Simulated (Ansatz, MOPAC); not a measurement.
System: C2H7Si, net charge -1, singlet state. SMILES: [CH-](C)[SiH3]

Atoms: C1, C2, Si3, H4, H5, H6, H7, H8, H9, H10. Bonds: C1-C2, C1-H4, C1-H5, C1-H6, C2-Si3, C2-H7, Si3-H8, Si3-H9, Si3-H10.

Bond lengths (Å) and angles (degrees) optimised at PM3 with MOPAC; HF/6-31G* with Ansatz (a program for electronic structure); PBE/6-31G* with Ansatz, each started from the B3LYP-D3(BJ)/def2-TZVP structure (Ansatz) of the last column. A row stands for all coordinates that are equal there; 13 of 23 kinds are shown. 6-31G* holds six Cartesian d functions. No wavenumbers were computed at PBE/6-31G*, so these may be saddle points.

```tsv
coordinate	PM3	HF/6-31G*	PBE/6-31G*	B3LYP-D3(BJ)/def2-TZVP
C1-C2	1.444	1.514	1.511	1.511
C1-H4	1.112	1.103	1.128	1.113
C1-H5	1.109	1.099	1.121	1.104
C1-H6	1.103	1.093	1.112	1.100
C2-Si3	1.718	1.766	1.789	1.772
C2-H7	1.084	1.087	1.105	1.092
Si3-H8	1.517	1.515	1.538	1.516
Si3-H9	1.514	1.510	1.535	1.509
C1-C2-Si3	121.8	125.2	123.6	123.1
C2-C1-H4	114.5	116.4	118.0	116.8
C2-C1-H5	113.4	112.8	112.8	112.6
C2-C1-H6	112.5	111.2	111.0	111.0
C1-C2-H7	118.1	114.2	114.3	114.9
```

Mean signed difference of all 9 bond lengths from B3LYP-D3(BJ)/def2-TZVP: PM3 -0.015 Å, HF/6-31G* -0.004 Å, PBE/6-31G* 0.017 Å.
